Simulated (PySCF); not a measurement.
Unknown compound

An unknown has the formula C₄H₂F₆. Its calculated NMR data are:

¹H NMR (400 MHz, computed): δ 5.74 (m, 1H), 5.69 (m, 1H).

¹³C{¹H} NMR (computed): δ 166.5 (C, dt, J = 342.0, 26.6 Hz), 128.2 (C, qtd, J = 359.6, 35.7, 3.8 Hz), 116.5 (C, tqd, J = 317.9, 39.0, 36.8 Hz), 106.2 (CH2, dt, J = 12.7, 4.3 Hz).

[PySCF: geometry: GFN2-xTB; GIAO PBE0/pcSseg-1 shieldings; spin–spin couplings from B3LYP/pcJ-1 (spin–dipole term only in couplings to heteroatoms); gas phase; no relativistic terms; one averaged value for each set of equivalent atoms; one computed conformer]

Scale: ¹H (σ = 31.72 ppm), ¹³C (σ = 186.93 ppm) vs TMS (reference shieldings calculated alike).

**Question.** Deduce the structure.

**Answer.** 
The formula gives 1 degree of unsaturation (no ring in the answer). 4 carbon signals for 4 carbons: no two carbons are equivalent. Carbon types of the structure: 3 × C, 1 × CH2, which accounts for all hydrogens. δC 166.5: fully substituted alkene carbon. δC 128.2: CF3 carbon; 3 electronegative neighbours deshield it. δC 116.5: allylic fully substituted sp3 carbon bonded to 2 F; 2 electronegative neighbours deshield it. δC 106.2: terminal =CH2 carbon; an sp2 carbon of a C=C bond. δH 5.74, 5.69: hydrogen on a terminal =CH2 carbon; attached to an sp2 carbon and in the plane of the double bond.

The compound is `C=C(F)C(F)(F)C(F)(F)F`.

The data come from this structure; uniqueness wasn't tested.

C–F couplings over four or more bonds (about 3 Hz to the para carbon of a fluoroarene) are left out. Common functionals overestimate the size of one-bond C–F couplings by tens of Hz; these are unscaled. Multiplet labels drop couplings under 1 Hz and merge nearly equal ones. Shifts are as computed. Against solution values, carbons near 30 ppm lie about +3 ppm off and those near 130 ppm about +5 ppm. Of 1211 compounds with measured shifts, 218 miss one by over three times the rms of a fit or turn the order of signals round; such compounds aren't used in these exercises.
